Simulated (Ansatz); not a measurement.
This Ansatz (a program for electronic structure) input (CCSD(T)/aug-pcseg-3) gives -569.76173 Eh with 308 basis functions. A basis named .json is the Basis Set Exchange file of that set (core-valence sets with the plain set on hydrogen).

Ansatz 0.2 input:
```yaml
crystal:
  periodic: [false, false, false]
  atoms:
    - {symbol: Cl, position_ang: [1.09397806, 0.25531858, 0.10569071]}
    - {symbol: H, position_ang: [-0.17537376, 0.07700808, 0.17656529]}
    - {symbol: N, position_ang: [-3.55028504, -0.40104701, 0.35956915]}
    - {symbol: N, position_ang: [-2.47232073, -0.24864331, 0.30075072]}
basis:
  gaussian:
    orbitals: aug-pcseg-3
magnetization: {spin_polarized: false}
correlation: {method: ccsd_t, electrons: outside_noble_gas}
```

Change:
```diff
- orbitals: aug-pcseg-3
+ orbitals: 6-311G__.json
```

Problem. What does the run give now?

Solution. -569.57665 Eh (CCSD(T)/6-311G**, 69 functions), a change of +185.08 mEh.
